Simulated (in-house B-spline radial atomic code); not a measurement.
Cl⁷⁺. Computed with a B-spline radial atomic code. Model: all-electron spherical atom, spin shells full or empty, radial basis limit, no spin-orbit coupling: exact exchange with a local potential (Slater, KLI or optimised effective potential, whose far tail is KLI's), no correlation.

Exchange potential has not reached -1/r at the last radius.

The run also made RPA and GW results, which its time includes.

The Slater potential averages the orbital exchange potentials with the orbital densities as weights, KLI adds orbital constants, and the optimised effective potential minimises the exact-exchange energy among local potentials. So their energies lie above Hartree-Fock in the order OEP, KLI, Slater. All fall off as −1/r, unlike LDA and GGA exchange.

Command:
```bash
python run_gw.py task.json out
```
Settings (nuclear radius in fm, other lengths in bohr, energies in hartree):
```
Z                      17
electrons              10
configuration          [He] 2s2 2p6
hamiltonian            x2c
method                 oep
lmax                   9
rms_radius             3.3654
spin_polarised         False
box_radius             8.41
intervals              99
```

Cost of the run: 3.2 s on 1 thread of Arm Neoverse N1, with other jobs on the host.

Given: hamiltonian one-electron scalar X2C; mean-field start exchange-only OEP.

Computed: energy above Hartree-Fock 1.9763 millihartree.

| radius (bohr) | r times exchange potential (hartree bohr) |
| --- | --- |
| 0.00294 | -0.042512 |
| 0.00349 | -0.050427 |
| 0.00414 | -0.059757 |
| 0.0049 | -0.070624 |
| 0.00581 | -0.083568 |
| 0.00689 | -0.098823 |
| 0.00818 | -0.11687 |
| 0.00969 | -0.13773 |
| 0.0115 | -0.16231 |
| 0.0136 | -0.19016 |
| 0.0162 | ? |
| 0.0192 | -0.26058 |
| 0.0227 | -0.30146 |
| 0.0269 | -0.34715 |
| 0.032 | -0.39756 |
| 0.0379 | ? |
| 0.0449 | -0.50056 |
| 0.0533 | -0.54974 |
| 0.0632 | -0.59113 |
| 0.0749 | -0.61902 |
| 0.0888 | -0.62623 |
| 0.105 | -0.60782 |
| 0.125 | -0.5748 |
| 0.148 | -0.58195 |
| 0.176 | -0.68339 |
| 0.208 | -0.83822 |
| 0.247 | -0.99409 |
| 0.293 | -1.1281 |
| 0.347 | -1.2378 |
| 0.412 | -1.3171 |
| 0.488 | -1.355 |
| 0.579 | -1.3512 |
| 0.686 | -1.3145 |
| 0.814 | -1.2592 |
| 0.965 | -1.2006 |
| 1.14 | -1.1498 |
| 1.36 | -1.1003 |

**Question.** What belongs in the row 0.0162?

**Answer.** r times exchange potential (hartree bohr): -0.22359.

**Question.** What belongs in the row 0.0379?

**Answer.** r times exchange potential (hartree bohr): -0.44896.

```
occupied  level (hartree)  Hartree-Fock level (hartree)
      1s          -107.16                       -110.34
      2s          -15.133                       -15.439
      2p          -12.881                        -12.88
```

| empty | level (hartree) |
| --- | --- |
| 3s | -5.1713 |
| 3p | -4.5859 |
| 3d | ? |
| 4s | -2.6031 |
| 4p | -2.3824 |
| 4d | -2.1136 |

**Question.** What belongs in the row 3d?

**Answer.** level (hartree): -3.854.

The highest level, 2p, differs from Hartree-Fock by -0.017 eV and the deepest, 1s, by +86.4 eV: a local potential can match the highest level but can't give each shell its own exchange.
